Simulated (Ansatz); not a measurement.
The cluster Cu₄Os⁺. The state is a doublet with charge 1. Geometry B3LYP-D4/def2-SVP; atoms count from 1.

```xyz
5

Os    0.657    0.546    0.811
Cu   -1.731    0.381    0.156
Cu    1.864   -0.513   -1.031
Cu   -0.060    0.891   -1.539
Cu   -0.730   -1.304    1.602
```

In the def2 sets Os takes a core potential; there is no spin–orbit coupling. The relaxed charge 1 doublet is spin-contaminated (final ⟨S²⟩ up to 1.01, 0.75 for a pure state). Another isomer (singlet) lies 0.13 eV lower at PBE0-D4/def2-TZVP.

**Question.** Estimate the Mulliken populations from the PBE0/def2-TZVP orbitals of Ansatz.

**Answer.** 
```tsv
atom	charge (e)	spin (α − β)	d electrons
Os1	0.39	1.66	6.96
Cu2	0.13	-0.17	9.87
Cu3	0.17	-0.16	9.88
Cu4	0.13	-0.17	9.87
Cu5	0.17	-0.16	9.88
```
Mulliken values depend strongly on the basis.

**Question.** Where does the spin sit?

**Answer.** Summed by element: Os 1.66, Cu -0.66, of 1 unpaired in all. Largest on single atoms: Os1 1.66, Cu4 -0.17, Cu2 -0.17.

**Question.** And the Mayer bond orders between heavy atoms (over 0.3)?

**Answer.** Os1–Cu2 0.71 (2.48 Å); Os1–Cu3 0.88 (2.44 Å); Os1–Cu4 0.71 (2.48 Å); Os1–Cu5 0.88 (2.44 Å); Cu2–Cu4 0.32 (2.43 Å); Cu2–Cu5 0.36 (2.44 Å); Cu3–Cu4 0.36 (2.44 Å).
